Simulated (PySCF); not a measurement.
**Löwdin shares of the frontier orbitals**

Compound: Ge2H7N.
Z-matrix (Å and degrees, PBE0-D3(BJ)/def2-SVP geometry), rows numbered from 1:
```
Ge
N   1  1.8345
Ge  2  1.8348  1  126.32
H   1  1.5410  2  108.28  3   156.68
H   1  1.5478  2  113.26  3   -82.78
H   1  1.5386  2  106.64  3    37.15
H   2  1.0160  1  114.95  3   156.39
H   3  1.5411  2  108.33  1  -156.05
H   3  1.5478  2  113.20  1    83.41
H   3  1.5386  2  106.67  1   -36.51
```

The calculation used TDDFT B3LYP/def2-SVPD, vertical, gas phase, core orbitals frozen in the response in PySCF 2.14.0, density-fitted response routines. The B3LYP/def2-SVPD calculation is non-relativistic and has no spin–orbit coupling, an omission that weighs most on germanium.

Frontier orbitals with the atoms that hold most of them (Löwdin shares over 4%, at most four atoms; ? is withheld):

```json
{"orbital": "LUMO+2", "ε (eV)": "0.48", "atoms": "Ge1 26%, Ge3 26%, H5 7%, H9 7%"}
{"orbital": "LUMO+1", "ε (eV)": "0.06", "atoms": "Ge3 24%, Ge1 24%, H8 10%, H4 10%"}
{"orbital": "LUMO", "ε (eV)": "-0.36", "atoms": "?"}
{"orbital": "HOMO", "ε (eV)": "?", "atoms": "N2 59%, Ge1 10%, Ge3 10%, H5 6%"}
{"orbital": "HOMO-1", "ε (eV)": "-9.06", "atoms": "?"}
{"orbital": "HOMO-2", "ε (eV)": "-9.20", "atoms": "Ge3 22%, Ge1 22%, H9 15%, H5 15%"}
{"orbital": "HOMO-3", "ε (eV)": "-9.34", "atoms": "Ge3 20%, Ge1 19%, H10 16%, H6 16%"}
```

Give the leading atoms of the HOMO-1.

Ge1 (bonded to N and 3 H) 21%; Ge3 (bonded to N and 3 H) 21%; H4 (bonded to Ge) 17%; H8 (bonded to Ge) 17%. By element: germanium 42%, hydrogen 34% or more.

Give the leading atoms of the LUMO.

Ge3 (bonded to N and 3 H) 24%; Ge1 (bonded to N and 3 H) 24%; N2 (bonded to 2 Ge and H) 11%; H7 (bonded to N) 10%. By element: germanium 48%, nitrogen 11%, hydrogen 10% or more.

What is the HOMO energy, and the HOMO–LUMO gap?

ε(HOMO) = -6.84 eV; the gap is 6.48 eV (0.2380 hartree).

How does S1 compare with the orbital gap of 6.48 eV?

S1 is at 5.41 eV (f = 0.0039), 1.06 eV below the gap, made of HOMO→LUMO (99%). 

One configuration dominates each of S1 and S2. Which, and how do the shares of the two leading atoms of either orbital change from the occupied to the empty one?

- S1 (5.41 eV, f 0.0039), HOMO→LUMO (99%): N2 59% → 11%, Ge1 10% → 24%, Ge3 10% → 24%
- S2 (6.04 eV, f 0.035), HOMO→LUMO+1 (98%): N2 59% → at most 10%, Ge1 10% → 24%, Ge3 10% → 24%

Löwdin shares depend on the basis, the more so with diffuse functions.
